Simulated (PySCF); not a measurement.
Spectroscopy problems

- NMR shieldings at PBE0/pcSseg-1/GIAO
- structure optimised with GFN2-xTB
- program: PySCF 2.14
- averaged over atoms made equivalent by symmetry, fast rotation or ring inversion, one computed conformer, relativity neglected, gas phase

Referencing at the same level of theory: TMS for 1H (σ = 31.72 ppm) and 13C (σ = 186.93 ppm). Splittings of carbon signals by F and P are missing where no couplings were computed. Where no couplings were computed, multiplicities follow the n + 1 count of equivalent neighbours, and m marks all less simple cases (inequivalent or close neighbours, rings, F or P nearby). Shifts are as computed. Against solution values, carbons near 30 ppm lie about +3 ppm off and those near 130 ppm about +5 ppm. Of 1211 compounds with measured shifts, 218 miss one by over three times the rms of a fit or turn the order of signals round; such compounds aren't used in these exercises.

(1) C₄H₄F₃P. 1H NMR (500 MHz, computed): δ 2.96 (m, 2H), 2.47 (m, 2H). 13C{1H} NMR (computed): δ 184.0 (C), 134.8 (C), 40.5 (CH2), 26.7 (CH2). Give a structure.

(2) C₄H₉ClSi. 1H NMR (400 MHz, computed): δ 4.96 (d, 2H), 2.38 (m, 1H), 2.34 (m, 1H), 2.21 (m, 2H), 2.07 (m, 1H), 2.01 (m, 2H). 13C{1H} NMR (computed): δ 23.1, 22.3, 21.4. Identify the compound.

Answers

(1) `FC(F)(F)CCC#P`. 4 carbon signals for 4 carbons: no two carbons are equivalent. Carbon types of the structure: 2 × C, 2 × CH2, which accounts for all hydrogens. δC 184.0: carbon bonded to C, P. δC 134.8: CF3 carbon; 3 electronegative neighbours deshield it. δC 40.5, 26.7: sp3 CH2; aliphatic region, no heteroatom directly attached. δH 2.96, 2.47: hydrogen on an sp3 CH2.

The data come from this structure; uniqueness wasn't tested.

(2) `C1([SiH2]Cl)CCC1`. The formula gives 1 degree of unsaturation (1 ring in the answer). 3 carbon signals for 4 carbons: some carbons are equivalent by symmetry or fast rotation. Carbon types of the structure: 1 × CH, 3 × CH2, leaving 2 H on heteroatoms. δC 23.1, 21.4: sp3 CH2 in a ring; saturated and bonded to C and H only. δC 22.3: sp3 CH bonded to Si. δH 4.96: hydrogen on a silicon bonded to C, Cl. δH 2.38: hydrogen on an sp3 CH bonded to Si.

This is the structure that produced the data.
